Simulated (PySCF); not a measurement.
**The second ionisation energy along group 15**

Calculated with PySCF 2.14 from differences of total energies of unrestricted determinants, without spin-orbit coupling. Values in eV. The last column holds reference values (NIST; (s) semi-empirical, (t) theoretical, else measured). Unmarked ones compare directly (S terms, centres of terms, or small fine structure); those marked * lie between the lowest fine-structure levels and include a spin-orbit shift.

```
                                                                                       element                                   configurations     UHF     PBE    PBE0  r2SCAN  MP2 (valence)  SCS-MP2 (valence)         reference
     N (aug-cc-pVQZ with one added diffuse shell each of s, p, d, f, g type, non-relativistic)                      [He] 2s2 2p2 → [He] 2s2 2p1  29.206  29.900  29.910  30.134         29.666             29.523      29.601 (s) *
 P (aug-cc-pV(Q+d)Z with one added diffuse shell each of s, p, d, f, g type, non-relativistic)                      [Ne] 3s2 3p2 → [Ne] 3s2 3p1  19.169  19.786  19.823  19.947         19.655             19.565      19.769 (s) *
As (aug-cc-pVQZ-PP with one added diffuse shell each of s, p, d, f, g type with ECP10MDF, ECP)            [Ar] 3d10 4s2 4p2 → [Ar] 3d10 4s2 4p1  17.980  18.433  18.505  18.689         18.391             18.315          18.589 *
Sb (aug-cc-pVQZ-PP with one added diffuse shell each of s, p, d, f, g type with ECP28MDF, ECP)            [Kr] 4d10 5s2 5p2 → [Kr] 4d10 5s2 5p1  16.005  16.467  16.531  16.657         16.361             16.298  16.626 ± 0.025 *
Bi (aug-cc-pVQZ-PP with one added diffuse shell each of s, p, d, f, g type with ECP60MDF, ECP)  [Xe] 4f14 5d10 6s2 6p2 → [Xe] 4f14 5d10 6s2 6p1  15.308  15.762  15.822  15.912         15.613             15.553          16.703 *
```

For Bi a determinant mixes LS terms or the coupling is close to jj, so these rows are model values.

"Valence" correlates the outer s and p shells and, in groups 3 to 12 and the f block, the outer d or f shell, open or full, or the next shell where the ion has no valence electron left; the wider scheme adds the next inner shell.
